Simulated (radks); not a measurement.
Spherical quantum dot in the effective-mass picture: electrons in a hard-walled sphere of radius 1.5, with a point charge +1 (a donor) at the centre, all in effective atomic units (hartree* = m*/eps^2 hartree, bohr* = eps/m* bohr), one dielectric constant everywhere. Calculated with a radial shooting solver with Libxc functionals: non-relativistic Kohn-Sham, exchange-only LDA, spin-polarised, spherical densities. Levels are named by radial order and angular momentum (1s, 1p, 1d, 2s, ...), and open shells are averaged over m.

N = 21, configuration 1s2 1p6 1d10 2s2 1f(up 1, down 0). This is the lowest configuration that the search found. Occupied and some empty levels:

level    occupation  eigenvalue (hartree*)  <r> (bohr*)
1s up             1                 20.299       0.8681
1s down           1                 20.332       0.8666
1p up             3                 21.981       0.9694
1p down           3                 22.021       0.9688
1d up             5                 24.383        1.028
1d down           5                 24.426        1.027
2s up             1                 26.507       0.6832
2s down           1                 26.526       0.6840
1f up             1                 27.463        1.070
1f down           0                 27.508        1.070
1g up             0                 31.176        1.103
2p up             0                 31.201       0.7865
1g down           0                 31.222        1.103
2p down           0                 31.223       0.7866
2d up             0                 36.173       0.8547
2d down           0                 36.199       0.8546

Energy (hartree*): total 298.437, kinetic 137.99, external -25.096, Hartree 205.33, exchange-correlation -19.789.
